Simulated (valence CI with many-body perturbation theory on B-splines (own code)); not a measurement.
## Tl LXVIII in three bases

Computed by relativistic CI+MBPT: four valence electrons over a frozen Dirac-Fock core [Ne], radial functions for each j: 9 s, 9 p, 8 d, 6 f, 3 g, 1 h, with the one-electron correlation potential Σ1, the two-electron term Σ2, the three-electron term Σ3, Breit, model QED; selected CI, second order for the rest, scaled by the run's own slope (own B-spline code, finite nucleus).

No measured spectrum was set against this ion. As an estimate, large intervals hold to a few tenths of a per cent, small ones and those within an open d or f shell to about a per cent.

The reference run has the lowest level (3s^2 3p1/2^2) J=0 and an ionisation energy of 8261.26 eV. Its largest variational space holds 20000 state functions.

Levels are named by their leading jj configuration (3d3/2^4 stands for four electrons in 3d with j = 3/2), which in mixed levels can hold well under half, so a name can repeat and another be missing.

Changed runs:
A. basis 6 s, 6 p, 5 d, 3 f, 1 g
B. basis 5 s, 5 p, 4 d, 2 f

Excitation energies of the reference run in cm⁻¹, and shifts in cm⁻¹:

```csv
Level,Reference,A,B
(3s^2 3p1/2 3p3/2) J=1,4377780,-115,-349
(3s^2 3p1/2 3p3/2) J=2,4460340,+14,+80
(3s 3p1/2^2 3p3/2) J=2,5960470,-129,-375
(3s 3p1/2^2 3p3/2) J=1,6199490,-27,-34
(3s^2 3p1/2 3d3/2) J=2,6368560,+89,+265
(3s^2 3p1/2 3d3/2) J=1,6782510,+347,+1299
(3s^2 3p1/2 3d5/2) J=2,7545980,+138,+487
(3s^2 3p1/2 3d5/2) J=3,7560250,+266,+909
(3s 3p1/2^2 3d3/2) J=1,7991020,+21,+72
(3s 3p1/2^2 3d3/2) J=2,8059000,+121,+442
(3s^2 3p3/2^2) J=2,8904290,-94,-230
(3s^2 3p3/2^2) J=0,9087890,-7.0,+107
Ionisation energy (eV),8261.26,-0.033,-0.12
```
